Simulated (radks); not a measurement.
Results of a calculation; reference values are marked as such.
The mean radii <r> (bohr) of the occupied orbitals of an atom or ion are listed with their occupations. Level of theory: scalar-relativistic Kohn-Sham, LDA (Slater exchange, Perdew-Wang correlation), spin-polarised, spherical densities, point nucleus (a radial shooting solver on a logarithmic mesh with Libxc functionals).

orbital  occ.      <r>
1s down     1  0.01933
1s up       1  0.01933
2s up       1  0.08188
2s down     1  0.08188
2p up       3  0.07294
2p down     3  0.07294
3s up       1   0.2128
3s down     1   0.2128
3p up       3   0.2125
3p down     3   0.2125
3d up       5   0.1926
3d down     5   0.1925
4s up       1   0.4777
4s down     1   0.4778
4p up       3   0.5073
4p down     3   0.5074
4d up       5   0.5458
4d down     5   0.5460
5s up       1    1.141
5s down     1    1.143
5p up       3    1.321
5p down     3    1.324
4f up       7   0.6811
4f down     6   0.6841

Name the element and its charge. Open shells, if any, are filled with parallel spins first.

Answer. Z = 71, lutetium, charge +4: Lu4+ in [Xe] 4f13. The 1s radius gives Z: for a bare nucleus <r> = (2 gamma + 1)/(2Z) with gamma = sqrt(1 - (Z/c)^2), 0.01909 bohr for Z = 71, and screening makes it slightly larger (0.01933 here). The occupations add up to 67, and the charge is Z minus that.
